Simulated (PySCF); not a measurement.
Dipole response of Be⁺ (beryllium, charge +1)

[He] 2s1, 2S determinant. Calculation: PySCF 2.14, in def2-TZVPPD (5s4p1d, 22 functions); no relativity, point nucleus. Coupled (time-dependent) response in atomic units; α is the mean over directions.

```
method  mean α (bohr³)  C₆ (like pair)  S(−4)
   UHF           24.82           70.39   1119
   PBE           21.69           57.54  857.8
  PBE0           22.36           60.18  912.0
PBEsol           21.57           57.20  844.0
revPBE           21.88           58.53  865.2
```

S(−4) is the Cauchy moment in α(ω) = α(0) + S(−4) ω² + …

α(iu) at revPBE:

| u (hartree) | α(iu) (bohr³) |
| --- | --- |
| 0 | 21.88 |
| 0.0500 | 19.92 |
| 0.100 | 15.73 |
| 0.200 | 8.691 |
| 0.300 | 5.098 |
| 0.500 | 2.297 |
| 0.750 | 1.158 |
| 1.00 | 0.7057 |
| 1.50 | 0.3556 |
| 2.00 | 0.2246 |
| 3.00 | 0.1239 |
| 5.00 | 0.06210 |

For an ion, C₆ is the dispersion term alone; charge-induced terms of lower order in 1/R come first.
